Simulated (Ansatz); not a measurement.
A made-up structure of CH2STe, closed shell:

| atom | x (Å) | y (Å) | z (Å) |
| --- | --- | --- | --- |
| S1 | 0.9803 | 0.8251 | -0.8119 |
| C2 | -0.3591 | -0.5366 | 0.0108 |
| Te3 | -0.8594 | -1.8836 | -0.7077 |
| H4 | -0.6997 | -0.2421 | 1.0038 |
| H5 | 0.9456 | 1.6536 | 0.2660 |

It is relaxed with PBE-D4/def2-SVP and then PBE0-D4/def2-TZVP (Ansatz 0.2.0). Atoms count as bonded within 1.22 times the sum of their covalent radii (H–H: 0.88 Å). The end point is not checked to be a true minimum.

(1) Does its bonding change? (A judgement: the text doesn't fix the answer.)

## Answers

(1) The calculation gives: No: no bond forms or breaks.

Where it ends: The first stage lowers the energy by 3.70 eV in 7 steps. It ends as CH₂STe ([SH][CH][Te]):
S1  (0.846, 0.705, -0.709)
C2  (-0.253, -0.375, 0.012)
Te3  (-0.898, -2.038, -0.826)
H4  (-0.599, -0.092, 1.002)
H5  (0.912, 1.616, 0.283)
(Å)

Labels in which every atom is bracketed show which atoms are joined, not bond orders.

For scale, one of the runs: PBE0-D4/def2-TZVP relaxation, 130 basis functions, launched by `ansatz run in.yaml --threads 2 --pin off --events-out ev --progress --plain --max-ram 4352MiB`. Hardware: 2 CPU threads of an Arm Neoverse V1, shared host. Wall time about 26 s.
